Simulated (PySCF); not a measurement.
Species: C₇H₁₃FO₂.
SMILES with atom numbers: `[CH3:1][CH2:2][O:3][C@@H:4]1[CH2:5][C@H:6]1[C@@H:7]([F:8])[O:9][CH3:10]` (hydrogens: H11, H12, H13 on C1; H14, H15 on C2; H16 on C4; H17, H18 on C5; H19 on C6; H20 on C7; H21, H22, H23 on C10)

The same species was optimised twice, with GFN2-xTB and with PBE0-D3(BJ)/def2-SVP (PySCF), and the same property calculations (PySCF, gas phase) were run on both structures.

| coordinate | GFN2-xTB | PBE0-D3(BJ)/def2-SVP | change |
| --- | --- | --- | --- |
| C6–C7 (Å) | 1.509 | 1.496 | -0.013 |
| O9–C10 (Å) | 1.416 | 1.405 | -0.011 |
| O3–C4 (Å) | 1.387 | 1.378 | -0.009 |
| C1–C2 (Å) | 1.526 | 1.517 | -0.009 |
| C4–C6 (Å) | 1.510 | 1.503 | -0.007 |
| C4–C5 (Å) | 1.494 | 1.487 | -0.007 |
| C2–O3 (Å) | 1.416 | 1.410 | -0.006 |
| C7–F8 (Å) | 1.391 | 1.386 | -0.005 |
| C7–O9 (Å) | 1.373 | 1.370 | -0.003 |
| C5–C6 (Å) | 1.504 | 1.504 | 0.000 |
| O3–C4–C5 (°) | 118.1 | 117.5 | -0.6 |
| C4–C6–C7 (°) | 119.8 | 120.3 | +0.5 |
| C1–C2–O3 (°) | 113.9 | 114.4 | +0.5 |
| C6–C7–F8 (°) | 110.0 | 109.6 | -0.4 |
| C5–C6–C7 (°) | 120.9 | 121.4 | +0.5 |
| C2–O3–C4 (°) | 114.0 | 114.3 | +0.3 |
| C5–C4–C6 (°) | 60.1 | 60.4 | +0.3 |
| C7–O9–C10 (°) | 114.7 | 115.0 | +0.3 |
| C1–C2–O3–C4 (°) | -69 | -71 | -2 |
| C2–O3–C4–C5 (°) | 166 | 165 | -1 |
| C5–C6–C7–F8 (°) | 32 | 32 | 0 |
| C6–C7–O9–C10 (°) | 173 | 171 | -2 |

Rotational constants: A = 1846, B = 912.0, C = 680.6 MHz (GFN2-xTB) against A = 1850, B = 914.9, C = 682.2 MHz (PBE0-D3(BJ)/def2-SVP). Point groups within 0.08 Å: C1 and C1.

On the GFN2-xTB structure: HOMO (eV) -6.90 [PBE0/pcSseg-1]; LUMO (eV) 1.55 [PBE0/pcSseg-1]; dipole (D) 2.18 [PBE0/pcSseg-1]; GIAO shielding of C1 (ppm) 171.0 [PBE0/pcSseg-1]; GIAO shielding of C2 (ppm) 115.3 [PBE0/pcSseg-1]; GIAO shielding of O3 (ppm) 278.4 [PBE0/pcSseg-1]; GIAO shielding of C4 (ppm) 130.6 [PBE0/pcSseg-1]; GIAO shielding of C5 (ppm) 177.9 [PBE0/pcSseg-1]; GIAO shielding of C6 (ppm) 160.1 [PBE0/pcSseg-1]; GIAO shielding of C7 (ppm) 70.9 [PBE0/pcSseg-1]; GIAO shielding of F8 (ppm) 344.6 [PBE0/pcSseg-1].

**Question.** What do these properties become on the PBE0-D3(BJ)/def2-SVP structure?

**Answer.** 
```csv
property,level,on GFN2-xTB,on PBE0-D3(BJ)/def2-SVP,change
HOMO (eV),PBE0/pcSseg-1,-6.90,-6.95,-0.05
LUMO (eV),PBE0/pcSseg-1,1.55,1.51,-0.04
dipole (D),PBE0/pcSseg-1,2.18,2.15,-0.03
"energy, GFN2-xTB geometry as zero (kcal/mol)",PBE0/pcSseg-1,0.0,-0.3,-0.3
GIAO shielding of C1 (ppm),PBE0/pcSseg-1,171.0,169.1,-1.9
GIAO shielding of C2 (ppm),PBE0/pcSseg-1,115.3,115.7,+0.4
GIAO shielding of O3 (ppm),PBE0/pcSseg-1,278.4,278.5,+0.1
GIAO shielding of C4 (ppm),PBE0/pcSseg-1,130.6,131.3,+0.7
GIAO shielding of C5 (ppm),PBE0/pcSseg-1,177.9,176.1,-1.8
GIAO shielding of C6 (ppm),PBE0/pcSseg-1,160.1,160.1,0.0
GIAO shielding of C7 (ppm),PBE0/pcSseg-1,70.9,72.1,+1.2
GIAO shielding of F8 (ppm),PBE0/pcSseg-1,344.6,345.4,+0.8
```

The heavy atoms differ by 0.028 Å rms after alignment. Among bonds between heavy atoms C6–C7 changes most (-0.013 Å). Changes are differences of the printed values. Neither structure is proved a minimum here.

Conformer computed: `[CH3:1][CH2:2][O:3][C@@H:4]1[CH2:5][C@H:6]1[C@@H:7]([F:8])[O:9][CH3:10]`: C1–C2–O3–C4 -71°, C2–O3–C4–C5 165°, C5–C6–C7–F8 32°, C6–C7–O9–C10 171°.
